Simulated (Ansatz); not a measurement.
Reaction (atomization): `CB(F)F` → B• + C• + 2 F• + 3 H•

Computed with Ansatz on PBE0-D4/def2-TZVP structures; ΔE is electronic, products minus reactants. CCSD(T)/CBS adds triple-zeta CCSD(T) − MP2 to the extrapolated MP2 energy (def2 sets, frozen cores). This one scheme is used for every species, atoms too. Functionals use def2-TZVPP. B3LYP here is the variant with VWN-RPA as its local correlation; programs differ in this. HSE06 is defined as in plane-wave codes. Open shells (•) are unrestricted, without spin–orbit coupling. Spin–orbit coupling would lower the free atoms: a little for B, C, F.

**Question.** What is ΔE at CCSD(T)/CBS? (Estimate.)

**Answer.** Ansatz gave: +2998.1 kJ/mol.

**Question.** What do these levels give: r2SCAN-D4, B3LYP-D4, HSE06-D4, r2SCAN, B3LYP, r2SCANh, r2SCAN0, HSE06, CCSD/def2-SVP, CCSD(T)/def2-TZVPP, MP2/def2-QZVPP, CCSD/CBS(def2)? (Estimate.)

**Answer.** Ansatz gave: r2SCAN-D4 3022.7, B3LYP-D4 3001.1, HSE06-D4 3010.6, r2SCAN 3020.8, B3LYP 2988.5, r2SCANh 3000.1, r2SCAN0 2970.3, HSE06 3004.7, CCSD/def2-SVP 2868.7, CCSD(T)/def2-TZVPP 2936.2, MP2/def2-QZVPP 3058.1, CCSD/CBS(def2) 2961.2 kJ/mol.

Largest T1 diagnostic among the species: 0.014.

At CCSD(T), def2-SVP lies −107.3 kJ/mol from the extrapolated value and def2-TZVPP −61.9 kJ/mol: correlation converges slowly with the basis, and small sets miss more of it in the bonded molecule than in its fragments. In def2-TZVPP, CCSD(T) changes the Hartree–Fock value by +604.8 kJ/mol (the triples alone add +36.9 kJ/mol) and MP2 by +689.9 kJ/mol; breaking electron pairs costs correlation energy, which Hartree–Fock lacks. From BLYP to BHLYP (50 % exact exchange), in def2-TZVPP and without D4, ΔE moves by −75.9 kJ/mol: exact exchange takes away binding that semilocal exchange gives to molecules.

For atomizations the MP2-based limit and the directly extrapolated one differ by several kJ/mol either way, and by 10 to 25 for some Ge, Se and Sn compounds, so smaller differences from it don't rank the levels.
